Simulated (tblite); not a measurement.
Input of a run (GFN2-xTB geometry optimisation, gas phase (tblite 0.8.0)), started from a force field or distance geometry:
```
{"job": {"kind": "relax", "xc": "GFN2-xTB", "basis": "xTB"}, "charge": 0, "multiplicity": 1}
C      3.317900    -0.068300     0.266800
S      2.155500    -1.352900    -0.357500
C      0.650200    -0.538800    -0.879300
N      0.372800    -0.042100    -2.129000
N     -0.858900     0.482400    -2.102300
C     -1.352800     0.323800    -0.858700
C     -2.700100     0.789700    -0.429900
N     -0.413800    -0.305900    -0.079200
C     -0.560900    -0.663300     1.303600
H      2.855900     0.896000    -0.109800
H      4.306400    -0.142700    -0.155500
H      3.263900     0.004400     1.380600
H     -3.162100     0.119400     0.340600
H     -3.375500     0.963400    -1.302900
H     -2.631700     1.805400     0.077400
H      0.050600    -1.536300     1.584300
H     -1.619500    -0.931600     1.536000
H     -0.306600     0.203800     1.903000
```

Output (eV, eV/Å):
```
step      E/eV     max force
  0    -742.56538    2.768
  1    -742.86117    0.986
  2    -742.91809    0.710
  3    -742.97304    0.606
  4    -743.00438    0.536
  5    -743.02688    0.294
  6    -743.03717    0.274
  7    -743.04779    0.246
  8    -743.05575    0.244
  9    -743.06130    0.168
 10    -743.06497    0.123
 11    -743.06757    0.124
 12    -743.06945    0.119
 13    -743.07102    0.124
 14    -743.07292    0.127
 15    -743.07586    0.169
 16    -743.07972    0.203
 17    -743.08351    0.162
 18    -743.08646    0.124
 19    -743.08865    0.128
 20    -743.09040    0.107
 21    -743.09172    0.088
 22    -743.09258    0.064
 23    -743.09329    0.063
 24    -743.09406    0.070
 25    -743.09485    0.064
 26    -743.09562    0.081
 27    -743.09640    0.087
 28    -743.09725    0.076
 29    -743.09818    0.070
 30    -743.09919    0.076
 31    -743.10039    0.097
 32    -743.10188    0.123
 33    -743.10351    0.119
 34    -743.10503    0.093
 35    -743.10646    0.091
 36    -743.10814    0.113
 37    -743.11074    0.135
 38    -743.11439    0.157
 39    -743.11816    0.146
 40    -743.12127    0.163
 41    -743.12321    0.282
 42    -743.12728    0.245
 43    -743.13136    0.136
 44    -743.13755    0.151
 45    -743.14106    0.152
 46    -743.14517    0.194
 47    -743.14946    0.153
 48    -743.15310    0.196
 49    -743.15847    0.153
 50    -743.16252    0.128
 51    -743.16457    0.079
 52    -743.16658    0.116
 53    -743.16764    0.098
 54    -743.16852    0.065
 55    -743.16921    0.070
 56    -743.16985    0.057
 57    -743.17087    0.078
 58    -743.17233    0.097
 59    -743.17467    0.126
 60    -743.17809    0.136
 61    -743.18214    0.175
 62    -743.18486    0.229
 63    -743.18057    0.442
 64    -743.19319    0.215
 65    -743.19742    0.157
 66    -743.20561    0.236
 67    -743.20882    0.170
 68    -743.21384    0.228
 69    -743.21758    0.128
 70    -743.22187    0.141
 71    -743.22844    0.174
 72    -743.23562    0.276
 73    -743.23703    0.306
 74    -743.24389    0.287
 75    -743.24854    0.147
 76    -743.25310    0.120
 77    -743.26420    0.274
 78    -743.27116    0.267
 79    -743.27782    0.190
 80    -743.28268    0.158
 81    -743.28586    0.210
 82    -743.28933    0.113
 83    -743.29175    0.095
 84    -743.29525    0.124
 85    -743.29749    0.119
 86    -743.30070    0.134
 87    -743.30450    0.128
 88    -743.30776    0.136
 89    -743.31131    0.156
 90    -743.31455    0.117
 91    -743.31712    0.129
 92    -743.31956    0.167
 93    -743.32270    0.193
 94    -743.32757    0.222
 95    -743.33401    0.244
 96    -743.34135    0.193
 97    -743.34640    0.162
 98    -743.34862    0.180
 99    -743.35114    0.090
100    -743.35267    0.091
101    -743.35407    0.067
102    -743.35457    0.064
103    -743.35512    0.047
104    -743.35560    0.043
105    -743.35604    0.052
106    -743.35661    0.066
107    -743.35727    0.062
108    -743.35793    0.063
109    -743.35855    0.059
110    -743.35911    0.059
111    -743.35955    0.046
112    -743.35988    0.034
113    -743.36017    0.035
114    -743.36045    0.044
115    -743.36071    0.037
116    -743.36090    0.037
117    -743.36102    0.022
118    -743.36110    0.016
119    -743.36114    0.014
120    -743.36118    0.011
121    -743.36120    0.010
```

Problem. Summarise the run.

Solution. The energy falls by 18.4 kcal/mol over 121 L-BFGS steps, the largest force on an atom goes from 2.77 to 0.010 eV/Å, and the atoms move by 1.046 Å rms after alignment. The bond that changes most is C3–N4 (substituted aromatic carbon to pyridine-type nitrogen), which shortens by 0.069 Å. Bonds longer at the end by more than 0.005 Å: 4 of 18; shorter: 12. Among the angles that change most is C1–S2–C3, from 108.2° to 98.1°. Among the dihedrals that turn most is C1–S2–C3–N8, from -90° to 179°. The energy rose by more than 1e-5 eV at step 63. The first step brought 37 % of the lowering.

Problem. What are the final bond lengths?

Solution. C1–S2 1.810 Å, S2–C3 1.737 Å, C3–N4 1.304 Å, N4–N5 1.345 Å, N5–C6 1.300 Å, C6–C7 1.479 Å, C6–N8 1.373 Å, N8–C9 1.433 Å, C3–N8 1.367 Å, C1–H10 1.085 Å, C1–H11 1.085 Å, C1–H12 1.085 Å, C7–H13 1.090 Å, C7–H14 1.085 Å, C7–H15 1.090 Å, C9–H16 1.089 Å, C9–H17 1.092 Å, C9–H18 1.092 Å. Numbering counts from 1 in the input's order; the species is `CSC1=NN=C(C)N1C`.

Hardware: Arm Neoverse V1, one thread, shared host.

Its GFN2-xTB frequencies are all real (lowest 34 cm⁻¹). The numbers are those of one conformer. 3 starts were optimised and ended at 0.00, 0.20 and 0.21 kcal/mol (GFN2-xTB); the lowest of these is shown.

All values are computed, not measured.
